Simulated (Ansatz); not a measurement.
Job for Ansatz (a quantum-chemistry and plane-wave program): R-BLYP/def2-TZVPP on H5NSi2 (SMILES N[Si][SiH3]), a point of a torsion scan.

Ansatz 0.2 input:
```yaml
crystal:
  periodic: [false, false, false]
  atoms:
    - {symbol: N, position_ang: [1.82963327, -0.14466180, 0.29372671]}
    - {symbol: Si, position_ang: [0.46343668, 0.03093800, 1.32478329]}
    - {symbol: Si, position_ang: [-1.32887542, 0.05229303, -0.11369842]}
    - {symbol: H, position_ang: [2.77128418, -0.17695427, 0.64743322]}
    - {symbol: H, position_ang: [1.82269921, -0.23400484, -0.71209006]}
    - {symbol: H, position_ang: [-1.63356875, -1.07691929, -1.01088676]}
    - {symbol: H, position_ang: [-2.50391009, 0.12739508, 0.77615134]}
    - {symbol: H, position_ang: [-1.47639154, 1.21584591, -1.00721693]}
basis:
  gaussian:
    orbitals: def2-TZVPP
hamiltonian:
  xc: {name: BLYP}
scf: {lower_state_search: off}
```

It printed:

```
WARN ansatz: RAYON_NUM_THREADS=1 ignored (pool sized by the plan → 1); use --threads N
Functional definition: BLYP
these checks for a lower state are left out or cut short: stability, starts, cluster_reference, orbital_swaps, neighbouring_geometries, increment
integrals: 0.09 GiB planned
1026 factors; their error is unknown
mean field: 0.64 GiB planned
mean field evaluation 1: about -17314.9630 eV, gradient 7.6e1 eV
mean field evaluation 2: about -17259.3377 eV, gradient 1.4e2 eV
mean field evaluation 4: about -17326.0912 eV, gradient 1.1e1 eV
mean field evaluation 8: about -17326.4947 eV, gradient 8.7e-2 eV
mean field evaluation 16: about -17326.4616 eV, gradient 1.5e-4 eV
mean field -17326.46162802 eV, -636.7357205321 hartree, gradient 1.3e-6 eV, S^2 0.000000; 0 other end points of the search recorded, 0 dependent functions left out
reference -17326.46196215 eV, -636.7357328111 hartree; 20, 20 occupied and 165, 165 virtual orbitals, 1026 factors
Total energy: -17326.46196215 eV, -636.7357328111 hartree
Checks for a lower state left out: stability, starts, cluster_reference, orbital_swaps, neighbouring_geometries, increment
```

The calculation finished and met its thresholds.

Cost: around 1.1 core-seconds (rough).
